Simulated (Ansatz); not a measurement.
Compare A (`OC(F)[SiH2][SiH3]`) with its isomer B (`FCO[SiH2][SiH3]`).

Program: Ansatz. Geometries: PBE0-D4/def2-TZVP. ΔE: electronic, gas phase. CCSD(T)/CBS adds triple-zeta CCSD(T) − MP2 to the extrapolated MP2 energy (def2 sets, frozen cores). Functionals use def2-TZVPP. One conformer a species, not always the lowest.

A:

Z-matrix (Å, degrees):
```
C
F 1 1.400
Si 1 1.918 2 108.7
O 1 1.376 2 109.9 3 119.8
H 1 1.099 2 104.9 3 -120.0
Si 3 2.339 1 109.0 2 -50.1
H 3 1.485 1 108.3 2 71.6
H 3 1.488 1 107.7 2 -170.1
H 4 0.963 1 109.6 2 70.9
H 6 1.488 3 109.9 1 -172.5
H 6 1.486 3 110.7 1 67.1
H 6 1.489 3 109.7 1 -53.3
```

B:

```xyz
12

F    -1.317   -1.960    0.421
C    -0.020   -1.909   -0.044
O     0.752   -1.125    0.768
Si    0.466    0.491    1.056
Si   -0.237    1.619   -0.881
H     0.376   -2.927   -0.030
H    -0.072   -1.518   -1.069
H    -0.548    0.660    2.130
H     1.763    1.026    1.538
H    -1.557    1.121   -1.352
H     0.753    1.455   -1.981
H    -0.358    3.066   -0.556
```

Problem. Which is lower in electronic energy at CCSD(T)/CBS, and by how much? (Estimate.)

Solution. Computed: B, by 25.1 kcal/mol.

Problem. Give E(B) − E(A) in kcal/mol with PBE-D4, MP2/def2-TZVPP, ωB97M-V, CCSD/def2-TZVPP, r2SCAN-D4, HF/def2-TZVPP, B2PLYP. (Estimate.)

Solution. The calculation gave: PBE-D4 -21.7, MP2/def2-TZVPP -26.3, ωB97M-V -24.5, CCSD/def2-TZVPP -26.0, r2SCAN-D4 -24.6, HF/def2-TZVPP -29.5, B2PLYP -25.7. None reverses the order clearly.

Largest T1 diagnostic: 0.013.

In def2-TZVPP, CCSD(T) changes the Hartree–Fock value by +4.1 kcal/mol (the triples alone add +0.6 kcal/mol) and MP2 by +3.2 kcal/mol. From PBE to PBE0 (25 % exact exchange), in def2-TZVPP and without D4, E(B) − E(A) moves by −1.6 kcal/mol.
